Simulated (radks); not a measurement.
Coulomb parameter of the 3d shell of the iron ion Fe3+ in the model configuration [Ar] 3d4 4s1, as a second difference U = [E(n + 0.5) + E(n - 0.5) - 2 E(n)] / (0.5)^2 with all orbitals relaxed. "Bare": the charge of the atom changes with n. "Screened": the 4s shell takes up the change at fixed total charge, which measures U(3d,3d) + U(4s,4s) - 2 U(3d,4s). Method: scalar-relativistic Kohn-Sham, PBE, spin-unpolarised, spherical densities, point nucleus; computed with a radial shooting solver on a logarithmic mesh with Libxc functionals. Estimate both.

Answer. U(bare) = 20.074 eV, U(screened by 4s) = 5.123 eV, against the Slater integral F0(3d,3d) = 26.687 eV with frozen orbitals.
